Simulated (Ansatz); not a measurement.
## Competing steps

Reactants: CH₇GeN ([CH3][GeH2][NH2]) (brackets give SMILES or just the links). Saddle points were found for several chosen steps; others may exist. Gas-phase electronic energies, without zero-point energy, by CCSD(T) at an estimated basis limit (MP2 extrapolated from triple and quadruple zeta, plus CCSD(T) − MP2 in triple zeta); Ansatz 0.2.0, def2-TZVPP and QZVPP, frozen cores, on PBE0-D4/def2-TZVP structures. Extrapolation: Hartree–Fock as exp(−7.88 √X), correlation as X^−2.97. No counterpoise correction.

Problem. Rank the steps by the energy of their saddle points, lowest first, and give each saddle's height above the lowest. (Judge from chemistry; the value comes from the calculation.)
A. 1,2-elimination, to GeNH₃ ([NH][GeH2]) + CH₄ (breaks or loosens C–Ge, H–N; forms C–H)
B. 1,2-elimination, to CH₄Ge ([CH2][GeH2]) + NH₃ (breaks or loosens C–H, Ge–N; forms H–N)

Solution. The calculation gives: B (0.00 kcal/mol), A (28.94 kcal/mol). Heights count from the lowest.

The lowest of these saddles lies at 60.07 kcal/mol relative to the reactant.

Problem. Does the lowest of these saddles lead to the lowest end structure (the products still in contact)? (A judgement: the text doesn't fix the answer.)

Solution. By the calculation: No: the step over a higher saddle ends lower. Relative to the reactant, the ends lie at 47.46 (CH₄Ge ([CH2][GeH2]) + NH₃); 46.48 (GeNH₃ ([NH][GeH2]) + CH₄) kcal/mol.

No T1 diagnostic of these runs exceeds 0.017. The restricted Hartree–Fock reference is unstable towards an unrestricted one at one or more of these structures. The filled d shells of Ge are correlated in sets not built for that, so values that involve them are less sure.

For scale, one of the runs: CCSD(T)/def2-TZVPP, 208 basis functions, launched by `ansatz run in.yaml --threads 4 --pin off --events-out ev --progress --plain --max-ram 9574MiB`. Time: 81 s of wall clock on 4 CPU threads of an Arm Neoverse V1; the host was shared. Peak host memory: 2.9 GiB.
